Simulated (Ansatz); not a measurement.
Reaction (redistribution): `C=C(O)[SiH2]C=O` + `O[SiH](O)O` → `C=C(O)[SiH2]O` + `O=C[SiH](O)O`

Program: Ansatz. Geometries: PBE0-D4/def2-TZVP. ΔE: electronic, gas phase. CBS: MP2 limit from def2 TZ/QZ plus the TZ coupled-cluster correction, frozen cores. DFT in def2-TZVPP. Each species was taken in one conformer, which may not be the lowest.

`C=C(O)[SiH2]C=O`:

Cartesian coordinates in Å:
```
C 1.122 -0.678 1.469
C 0.845 -0.179 0.265
O 1.558 -0.450 -0.864
Si -0.614 0.954 -0.058
C -1.812 0.084 -1.294
O -3.009 0.103 -1.156
H 1.962 -1.347 1.640
H 0.508 -0.423 2.322
H 2.280 -1.055 -0.654
H -0.146 2.206 -0.711
H -1.326 1.233 1.210
H -1.367 -0.449 -2.168
```

`O[SiH](O)O`:

Cartesian coordinates in Å:
```
O 0.200 1.524 -0.576
Si -0.120 -0.053 -0.317
O -0.851 -0.371 1.118
O 1.287 -0.881 -0.267
H 0.909 1.922 -0.067
H -0.993 -0.442 -1.442
H -1.743 -0.047 1.247
H 1.311 -1.651 0.304
```

`C=C(O)[SiH2]O`:

Z-matrix (Å, degrees):
```
Si
O 1 1.645
C 1 1.876 2 111.6
H 1 1.480 2 106.9 3 118.5
H 1 1.488 2 110.8 3 -120.6
H 2 0.959 1 117.0 3 56.3
O 3 1.365 1 112.7 2 -56.8
C 3 1.332 1 123.2 2 124.2
H 7 0.965 3 109.7 1 -179.7
H 8 1.082 3 120.2 1 -2.0
H 8 1.088 3 122.5 1 178.1
```

`O=C[SiH](O)O`:

```xyz
9

O    -1.628   -0.821   -1.023
C    -1.141    0.245   -0.716
Si    0.292    0.247    0.574
O     1.655    0.900   -0.049
O     0.434   -1.340    0.931
H    -1.528    1.172   -1.198
H    -0.023    1.077    1.755
H     2.134    0.402   -0.714
H    -0.195   -1.882    0.439
```

Is it downhill or uphill in electronic energy at CCSD(T)/CBS, and by how much? (An estimate is asked.)

Ansatz gave: Uphill: ΔE = +20.4 kJ/mol.

What do these levels give: LDA (SPW92), revPBE-D4, ωB97X-V, r2SCAN, BHLYP, HF/def2-SVP? (An estimate is asked.)

The calculation gave: LDA (SPW92) 22.4, revPBE-D4 21.7, ωB97X-V 18.7, r2SCAN 23.0, BHLYP 20.6, HF/def2-SVP 20.9 kJ/mol.

Largest T1 diagnostic among the species: 0.015.

Leaving LDA and LC-ωPBE aside and taking each functional with its dispersion term where it has one, the values, not all of them listed here, spread over 4.3 kJ/mol, from ωB97X-V to r2SCAN-D4.
